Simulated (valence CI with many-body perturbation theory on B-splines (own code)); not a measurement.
## Energy levels of Hg⁷⁴⁺

Method: configuration interaction combined with many-body perturbation theory (CI+MBPT): four valence electrons over a frozen Dirac-Fock core [He], a basis of 11 s, 11 p, 10 d, 8 f, 5 g, 2 h functions for each j, with the one-electron correlation potential Σ1 (screened to all orders), the two-electron term Σ2, the three-electron term Σ3, Breit, model QED; selected single and double excitations, second order for the rest, scaled by the run's own slope (own B-spline code, finite nucleus).

No measured spectrum was set against this ion. As an estimate, large intervals hold to a few tenths of a per cent, small ones and those within an open d or f shell to about a per cent. Among the levels kept, up to 1400 cm⁻¹ of a level comes from second order outside the variational space, and about a tenth of that is noise between levels of different J, which matters for small intervals.

Levels 91 to 135 of 200, with energies above the lowest level, (2s^2 2p1/2^2) J=0. "Leading %" is the weight of the configuration and term that name the level; weights of strongly mixed levels are sums over their largest components and can fall short, so below about 35 % the name and the second component can differ from the true leading terms, or belong to a minority configuration. In the jj column 3d3/2^4 stands for four electrons in 3d with j = 3/2. Lifetimes count E1, E2, E3, M1 and M2 decay at the calculated energies, and are blank where another channel may lead or the interval is too uncertain; long ones can be off by a factor of two.

```
No.  Configuration  Term  J  E (eV)  Leading %  Lifetime      g                    Leading jj
 91        2s2p²3d    ³G  4   15698         34   17.3 fs  1.118   2s 2p1/2 2p3/2 3d3/2 (98 %)
 92        2s2p²3d    ³D  3   15707         33    430 as  1.225   2s 2p1/2 2p3/2 3d3/2 (99 %)
 93        2s2p²3p   ³P°  0   15713         79   24.0 fs         2s 2p1/2 2p3/2 3p3/2 (100 %)
 94        2s2p²3d    ³D  2   15716         34    376 as  1.296   2s 2p1/2 2p3/2 3d3/2 (99 %)
 95        2s2p²3p   ¹D°  2   15716         42   3.09 fs  1.086   2s 2p1/2 2p3/2 3p3/2 (99 %)
 96        2s2p²3p   ³S°  1   15718         33   2.83 fs  1.369   2s 2p1/2 2p3/2 3p3/2 (99 %)
 97        2s2p²3p   ³P°  1   15725         49   13.5 fs  1.178   2s 2p1/2 2p3/2 3p3/2 (99 %)
 98        2s2p²3d    ³P  1   15726         33    361 as  1.729   2s 2p1/2 2p3/2 3d3/2 (99 %)
 99        2s2p²3d    ³F  2   15774         70   3.38 fs  0.839   2s 2p1/2 2p3/2 3d3/2 (96 %)
100        2s2p²3d    ³G  3   15779         48   5.53 fs  0.880  2s 2p1/2 2p3/2 3d3/2 (100 %)
101        2s2p²3d    ³D  1   15783         35   1.39 fs  0.685   2s 2p1/2 2p3/2 3d3/2 (96 %)
102        2s2p²3d    ⁵D  4   15799         44   17.9 fs  1.362  2s 2p1/2 2p3/2 3d5/2 (100 %)
103        2s2p²3d    ³D  1   15804         53    384 as  0.895   2s 2p1/2 2p3/2 3d3/2 (96 %)
104        2s2p²3d    ³F  2   15805         32    376 as  0.974   2s 2p1/2 2p3/2 3d3/2 (96 %)
105        2s2p²3d    ³P  0   15816         80    301 as          2s 2p1/2 2p3/2 3d3/2 (99 %)
106        2s2p²3d    ³P  2   15829         30    512 as  1.310   2s 2p1/2 2p3/2 3d5/2 (95 %)
107        2s2p²3d    ³F  3   15832         41    343 as  1.295   2s 2p1/2 2p3/2 3d5/2 (98 %)
108        2s2p²3d    ³G  5   15841         64   3.49 ps  1.239  2s 2p1/2 2p3/2 3d5/2 (100 %)
109        2s2p²3d    ³D  1   15854         51    453 as  0.999   2s 2p1/2 2p3/2 3d5/2 (94 %)
110        2s2p²3d    ³D  3   15868         59    486 as  1.245   2s 2p1/2 2p3/2 3d5/2 (99 %)
111        2s2p²3d    ³F  4   15873         59    370 as  1.198   2s 2p1/2 2p3/2 3d5/2 (98 %)
112        2s2p²3d    ¹D  2   15879         39    529 as  1.134   2s 2p1/2 2p3/2 3d5/2 (97 %)
113        2s2p²3d    ¹P  1   15893         44    474 as  0.994   2s 2p1/2 2p3/2 3d5/2 (96 %)
114        2s2p²3d    ³P  0   15901         53    444 as          2s 2p1/2 2p3/2 3d5/2 (98 %)
115        2s2p²3d    ³D  3   15934         41   1.80 fs  1.231   2s 2p1/2 2p3/2 3d5/2 (97 %)
116        2s2p²3d    ³F  4   15940         47   1.31 fs  1.107  2s 2p1/2 2p3/2 3d5/2 (100 %)
117        2s2p²3d    ³P  2   15955         49    324 as  1.215   2s 2p1/2 2p3/2 3d5/2 (98 %)
118        2s2p²3d    ¹F  3   15956         43    332 as  1.063   2s 2p1/2 2p3/2 3d5/2 (99 %)
119        2s2p²3d    ³P  1   15957         43    477 as  1.416  2s 2p1/2 2p3/2 3d5/2 (100 %)
120        2s2p²3d    ³D  2   15961         42    458 as  1.113  2s 2p1/2 2p3/2 3d5/2 (100 %)
121          2p³3p    ³D  3   16024         49   1.86 fs  1.306    2p1/2^2 2p3/2 3p3/2 (96 %)
122          2p³3p    ³P  1   16024         33   1.73 fs  1.315    2p1/2^2 2p3/2 3p3/2 (97 %)
123          2p³3p    ³P  2   16057         44   1.67 fs  1.302    2p1/2^2 2p3/2 3p3/2 (97 %)
124          2p³3p    ³P  0   16086         68   1.84 fs           2p1/2^2 2p3/2 3p3/2 (98 %)
125          2p³3d   ³D°  2   16106         33   3.72 fs  1.026    2p1/2^2 2p3/2 3d3/2 (99 %)
126          2p³3d   ³F°  3   16114         27   8.80 fs  1.054    2p1/2^2 2p3/2 3d3/2 (98 %)
127          2p³3d   ³D°  1   16119         35   1.56 fs  1.059    2p1/2^2 2p3/2 3d3/2 (99 %)
128          2p³3d   ³P°  0   16125         65   17.5 fs           2p1/2^2 2p3/2 3d3/2 (99 %)
129          2p³3d   ³F°  4   16260         51   28.9 fs  1.228    2p1/2^2 2p3/2 3d5/2 (99 %)
130          2p³3d   ³D°  2   16274         33    649 as  1.210    2p1/2^2 2p3/2 3d5/2 (99 %)
131          2p³3d   ³D°  3   16291         48    293 as  1.203    2p1/2^2 2p3/2 3d5/2 (98 %)
132          2p³3d   ³D°  1   16307         31    434 as  1.080    2p1/2^2 2p3/2 3d5/2 (99 %)
133        2s²2p4s   ³P°  0   16867        100   4.28 fs                2s^2 2p1/2 4s (100 %)
134        2s²2p4s   ³P°  1   16869         67   3.76 fs  1.298         2s^2 2p1/2 4s (100 %)
135        2s²2p4p    ³D  1   16909         74   6.61 fs  0.629      2s^2 2p1/2 4p1/2 (100 %)
```
